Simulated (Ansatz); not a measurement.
`[SiH3]O[SiH2]S`, relaxed with RKS PBE-D4/def2-SVP in Ansatz 0.2.0 from a rough embedded geometry. The force threshold is 0.03 eV/Å; the program also tests the step.

Total charge 0; spin multiplicity 1.

Start:

```xyz
10

Si   -0.691   -0.183   -1.656
O    -0.082    0.339   -0.258
Si    0.261   -0.249    1.266
S     0.946    1.497    2.377
H     0.149   -1.374   -2.148
H    -0.726    0.821   -2.709
H    -2.085   -0.708   -1.454
H    -0.938   -0.786    1.835
H     1.307   -1.204    1.170
H     1.860    1.847    1.576
```

```json
{"step": "1", "energy (eV)": "-28712.3077", "largest force (eV/Å)": "2.798", "largest move (Å)": "0.000"}
{"step": "2", "energy (eV)": "-28712.6432", "largest force (eV/Å)": "1.285", "largest move (Å)": "0.194"}
{"step": "3", "energy (eV)": "-28712.7462", "largest force (eV/Å)": "0.661", "largest move (Å)": "0.194"}
{"step": "4", "energy (eV)": "-28712.7479", "largest force (eV/Å)": "0.432", "largest move (Å)": "0.200"}
{"step": "5 (rejected)", "energy (eV)": "-28712.7433", "largest force (eV/Å)": "0.305", "largest move (Å)": "0.200"}
{"step": "6", "energy (eV)": "-28712.7622", "largest force (eV/Å)": "0.032", "largest move (Å)": "0.064"}
{"step": "7", "energy (eV)": "-28712.7631", "largest force (eV/Å)": "0.035", "largest move (Å)": "0.061"}
{"step": "8", "energy (eV)": "-28712.7633", "largest force (eV/Å)": "0.040", "largest move (Å)": "0.026"}
{"step": "9", "energy (eV)": "-28712.7639", "largest force (eV/Å)": "0.006", "largest move (Å)": "0.036"}
{"step": "10", "energy (eV)": "-28712.7644", "largest force (eV/Å)": "0.088", "largest move (Å)": "0.132"}
{"step": "11", "energy (eV)": "-28712.7648", "largest force (eV/Å)": "0.044", "largest move (Å)": "0.054"}
{"step": "12 (rejected)", "energy (eV)": "-28712.7624", "largest force (eV/Å)": "0.245", "largest move (Å)": "0.128"}
{"step": "13 (rejected)", "energy (eV)": "-28712.7567", "largest force (eV/Å)": "0.307", "largest move (Å)": "0.055"}
{"step": "14", "energy (eV)": "-28712.7656", "largest force (eV/Å)": "0.029", "largest move (Å)": "0.027"}
{"step": "15", "energy (eV)": "-28712.7674", "largest force (eV/Å)": "0.078", "largest move (Å)": "0.098"}
{"step": "16", "energy (eV)": "-28712.7683", "largest force (eV/Å)": "0.101", "largest move (Å)": "0.062"}
{"step": "17", "energy (eV)": "-28712.7706", "largest force (eV/Å)": "0.119", "largest move (Å)": "0.043"}
{"step": "18", "energy (eV)": "-28712.7752", "largest force (eV/Å)": "0.157", "largest move (Å)": "0.142"}
{"step": "19", "energy (eV)": "-28712.7760", "largest force (eV/Å)": "0.211", "largest move (Å)": "0.083"}
{"step": "20", "energy (eV)": "-28712.7922", "largest force (eV/Å)": "0.023", "largest move (Å)": "0.174"}
{"step": "21", "energy (eV)": "-28712.7992", "largest force (eV/Å)": "0.164", "largest move (Å)": "0.195"}
{"step": "22", "energy (eV)": "-28712.8051", "largest force (eV/Å)": "0.233", "largest move (Å)": "0.109"}
{"step": "23", "energy (eV)": "-28712.8096", "largest force (eV/Å)": "0.164", "largest move (Å)": "0.088"}
{"step": "24", "energy (eV)": "-28712.8144", "largest force (eV/Å)": "0.123", "largest move (Å)": "0.138"}
{"step": "25", "energy (eV)": "-28712.8166", "largest force (eV/Å)": "0.144", "largest move (Å)": "0.095"}
{"step": "26", "energy (eV)": "-28712.8175", "largest force (eV/Å)": "0.141", "largest move (Å)": "0.130"}
{"step": "27", "energy (eV)": "-28712.8190", "largest force (eV/Å)": "0.121", "largest move (Å)": "0.043"}
{"step": "28", "energy (eV)": "-28712.8219", "largest force (eV/Å)": "0.021", "largest move (Å)": "0.057"}
```

End:

```xyz
10

Si   -0.629   -0.209   -1.629
O     0.296   -0.751   -0.332
Si    0.379   -0.436    1.307
S     0.294    1.678    1.730
H    -0.380   -1.149   -2.771
H    -0.225    1.183   -2.028
H    -2.091   -0.220   -1.272
H    -0.813   -0.991    2.032
H     1.657   -1.048    1.791
H     1.510    1.943    1.172
```

Hardware: 2 threads of an Intel Xeon Platinum 8559C on a shared host. Wall time 36 s, peak host memory 0.18 GiB.
